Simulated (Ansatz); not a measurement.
C₄H₁₂GeO₃Se, SMILES `C[O][Ge]([O]C)([O]C)[Se]C`, charge 0, multiplicity 1.

Problem. Give a relaxed structure at PBE0-D4/def2-TZVP (Ansatz 0.2.0). (Estimate.)

Solution. Computed: 
Cartesian coordinates in Å:
```
C 1.322 2.252 -0.724
O 0.170 1.441 -0.826
Ge 0.143 -0.105 0.018
O 1.411 -1.186 -0.563
C 1.463 -1.488 -1.945
O -1.460 -0.689 -0.420
C -1.886 -1.942 0.074
Se 0.484 0.069 2.309
C -1.036 1.280 2.583
H 1.096 3.207 -1.204
H 2.183 1.803 -1.232
H 1.601 2.443 0.319
H 0.546 -1.976 -2.292
H 2.301 -2.169 -2.102
H 1.624 -0.591 -2.553
H -1.804 -2.005 1.166
H -2.935 -2.066 -0.203
H -1.311 -2.768 -0.360
H -1.962 0.796 2.281
H -0.889 2.201 2.025
H -1.061 1.493 3.650
```
Point group Cs.
This is one stationary point; other conformers may exist.
